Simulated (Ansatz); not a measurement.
Total energies of ClH2InO2, SMILES `[OH][In]([OH])[Cl]`.

```json
{"atom": "O1", "x (Å)": "-0.4068", "y (Å)": "-0.5633", "z (Å)": "-1.6341"}
{"atom": "In2", "x (Å)": "-0.5015", "y (Å)": "0.1451", "z (Å)": "0.2034"}
{"atom": "O3", "x (Å)": "1.0779", "y (Å)": "0.3691", "z (Å)": "1.3620"}
{"atom": "Cl4", "x (Å)": "-2.5532", "y (Å)": "0.7389", "z (Å)": "1.0351"}
{"atom": "H5", "x (Å)": "0.4882", "y (Å)": "-0.7826", "z (Å)": "-1.9061"}
{"atom": "H6", "x (Å)": "1.8954", "y (Å)": "0.0928", "z (Å)": "0.9397"}
```

Total charge 0; spin multiplicity 1. Correlated methods include outer-core shells of In, which these sets cover unevenly. In takes the def2 core potential. Geometry: relaxed with PBE0-D4/def2-TZVP. It is one conformer, not always the lowest. Basis def2-TZVPP, Ansatz.

RPA on PBE orbitals: Hartree–Fock energy of these orbitals -799.70139 Eh, correlation -1.43286 Eh (frozen core).

```csv
functional,energy without D4 (Eh),D4 term (kJ/mol)
PBE,-801.81203,-11.0
revPBE,-802.07106,-26.0
r2SCAN,-802.12367,-2.6
PBE0,-801.84110,-9.4
HSE06 (plane-wave form),-801.82567,-9.0
BHLYP,-801.99666,-16.5
CAM-B3LYP,-802.10033,-9.9
LC-ωPBE,-801.97265,–
ωB97X-V,-802.01240,–
PBE-QIDH,-801.53641,–
```

(1) Give the same for LDA (SPW92), BLYP, B97M-V, B3LYP, r2SCANh, r2SCAN0, ωB97M-V, B2PLYP. (Estimate.)

B3LYP takes the VWN-RPA correlation (the form of Gaussian; ORCA's B3LYP/G). HSE06 is the plane-wave form, built on full-range PBE exchange. The double hybrids freeze the cores in their second-order part.

## Answers

(1) Ansatz gave: 
```
 functional  energy without D4 (Eh)  D4 term (kJ/mol)
LDA (SPW92)              -799.27120                 –
       BLYP              -802.08795             -22.9
     B97M-V              -801.98926                 –
      B3LYP              -802.23503             -17.9
    r2SCANh              -802.09694              -2.8
    r2SCAN0              -802.05847              -3.2
    ωB97M-V              -802.03719                 –
     B2PLYP              -801.71884                 –
```

LC-ωPBE has ω = 0.4 bohr⁻¹.
